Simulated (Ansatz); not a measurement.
Cu3H4, 7 atoms. Hardware: 4 threads of Arm Neoverse V1 on a shared host.

Correlated methods freeze 27 core orbitals.

**Question.** How many basis functions does each of these Ansatz runs have, and roughly what does it cost? MP2/def2-TZVP, charge 0 doublet, energy, from earlier orbitals; PBE-D4/def2-TZVPD, charge -1 singlet at the geometry of the charge 0 doublet, energy, from earlier orbitals; PBE-D4/def2-SVP, charge 0 doublet, relaxation, 15 steps; PBE-D4/def2-TZVP, charge 0 quartet, energy, from earlier orbitals; PBE0-D4/def2-SVP, charge 1 singlet at the geometry of the charge 0 doublet, energy with a search over starts; PBE0-D4/def2-SVP, charge 0 doublet, energy, from earlier orbitals; r2SCAN-D4/def2-TZVPD, charge -1 singlet at the geometry of the charge 0 doublet, energy, from earlier orbitals; PBE0-D4/def2-TZVP, charge 1 triplet at the geometry of the charge 0 doublet, energy; r2SCAN-D4/def2-TZVP, charge 0 doublet, energy, from earlier orbitals; RPA@PBE/def2-TZVP, charge 0 doublet, energy, from earlier orbitals; PBE-D4/def2-SVPD, charge -1 singlet, relaxation, 12 steps; HF/STO-3G, charge 0 doublet, energy.

**Answer.** Other jobs shared the machine, so times can vary by a factor of up to 3. A dash marks memory too small to be measured apart from the calling script's.

```csv
run,functions,fitting or Cholesky vectors,wall time,peak host memory (GiB)
"PBE0-D4/def2-SVP, charge 1 singlet at the geometry of the charge 0 doublet, energy with a search over starts",113,1252,2.3 s,–
"HF/STO-3G, charge 0 doublet, energy",58,520,2.4 s,–
"PBE-D4/def2-TZVPD, charge -1 singlet at the geometry of the charge 0 doublet, energy, from earlier orbitals",180,1611,2.5 s,–
"PBE-D4/def2-TZVP, charge 0 quartet, energy, from earlier orbitals",159,1535,3.8 s,–
"PBE0-D4/def2-SVP, charge 0 doublet, energy, from earlier orbitals",113,1252,4 s,–
"r2SCAN-D4/def2-TZVPD, charge -1 singlet at the geometry of the charge 0 doublet, energy, from earlier orbitals",180,1611,5.5 s,–
"MP2/def2-TZVP, charge 0 doublet, energy, from earlier orbitals",159,1611,7 s,0.62
"RPA@PBE/def2-TZVP, charge 0 doublet, energy, from earlier orbitals",159,1611,8.5 s,–
"r2SCAN-D4/def2-TZVP, charge 0 doublet, energy, from earlier orbitals",159,1535,9 s,–
"PBE0-D4/def2-TZVP, charge 1 triplet at the geometry of the charge 0 doublet, energy",159,1611,9.5 s,0.76
"PBE-D4/def2-SVPD, charge -1 singlet, relaxation, 12 steps",134,1456,18 s,–
"PBE-D4/def2-SVP, charge 0 doublet, relaxation, 15 steps",113,1384,30 s,–
```
